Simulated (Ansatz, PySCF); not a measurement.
Energy difference R1 + R2 → P1, each structure at its B3LYP-D3(BJ)/def2-TZVP stationary point, reached from a drawn start (curvature not checked).
R1, H2O (SMILES O) (charge 0, multiplicity 1, Z-matrix in Å and degrees):
```
O
H 1 0.9627
H 1 0.9627 2 105.24
```
R2: BHO2 (SMILES O=BO), charge 0, multiplicity 1.
P1, BH3O3 (SMILES OB(O)O) (charge 0, multiplicity 1):
```xyz
7

B      0.00000    -0.00002     0.00001
O      0.00382     0.00112     1.36955
O      1.13413     0.34021    -0.68820
O     -1.13795    -0.34138    -0.68130
H      0.85443     0.25629     1.73950
H      1.01571     0.30470    -1.64226
H     -1.87013    -0.56102    -0.09720
```

P less R. No zero-point or thermal terms. One arrangement of each flexible species, with no search for the lowest.

Frozen-core correlation throughout.

The values were computed with Ansatz (a program for electronic structure); PySCF for the D3/D4 terms. All values are computed, each at the level named.

```json
[
 {"level": "SVWN5/def2-TZVPP", "reaction energy (kcal/mol)": "-63.09"},
 {"level": "PBE/def2-TZVPP", "reaction energy (kcal/mol)": "-51.60"},
 {"level": "BLYP/def2-TZVPP", "reaction energy (kcal/mol)": "-46.19"},
 {"level": "BLYP-D3(BJ)/def2-TZVPP", "reaction energy (kcal/mol)": "-47.86"},
 {"level": "PBE0/def2-TZVPP", "reaction energy (kcal/mol)": "-56.11"},
 {"level": "CAM-B3LYP-D3(BJ)/def2-TZVPP", "reaction energy (kcal/mol)": "-56.06"},
 {"level": "B2PLYP-D3(BJ)/def2-TZVPP", "reaction energy (kcal/mol)": "-52.80"},
 {"level": "SCS-MP2/cc-pVDZ", "reaction energy (kcal/mol)": "-53.19"},
 {"level": "CCSD(T)/cc-pVQZ", "reaction energy (kcal/mol)": "[?]"}
]
```

Question: Complete the blanks.

Answer: 
- CCSD(T)/cc-pVQZ, reaction energy (kcal/mol): -54.61
